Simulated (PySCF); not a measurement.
## Vibration and rotation of KGa⁺

UHF-CCSD(T) constants of KGa⁺, ²Σ⁺ (doublet), unpaired electrons σ ↑ (basis K x2c-SVPall, Ga x2c-SVPall; spin-free X2C with a Gaussian nucleus; PySCF 2.14; masses 38.9637 and 68.9256 u):

```
ωe              : 72.8 cm⁻¹
ωexe            : 0.268 cm⁻¹
Be              : 0.042403 cm⁻¹
αe              : 0.000232 cm⁻¹
D (centrifugal) : 5.75e-08 cm⁻¹
De to K⁺ + Ga   : 0.496 eV
```

Q: Give the vibrational terms G(v) and spacings up to v = 6.

A: G(v) = ωe(v+½) − ωexe(v+½)².

```csv
v,G(v) (cm⁻¹),G(v) − G(v−1),Bv (cm⁻¹)
0,36.3,,0.04229
1,108.6,72.3,0.04206
2,180.3,71.7,0.04182
3,251.5,71.2,0.04159
4,322.2,70.7,0.04136
5,392.3,70.1,0.04113
6,461.9,69.6,0.04090
```

Q: How well does the Morse estimate ωe²/(4ωexe) reproduce De, and what is D0?

A: It gives 0.613 eV, 124 % of the computed De. D0 = De − G(0) = 0.496 − 0.005 = 0.491 eV.

Correlated steps freeze 14 core orbitals. Correlated levels converge slowly with the basis: in double zeta they bind strong bonds too weakly, by up to about 1 eV, and carry superposition errors of some tenths. Spin–orbit coupling is left out. For an ion De counts to the pair picked by the measured ionisation energies or electron affinities, which need not be the lowest pair at this level. The state was picked by a PBE0 search and need not be the measured ground state.
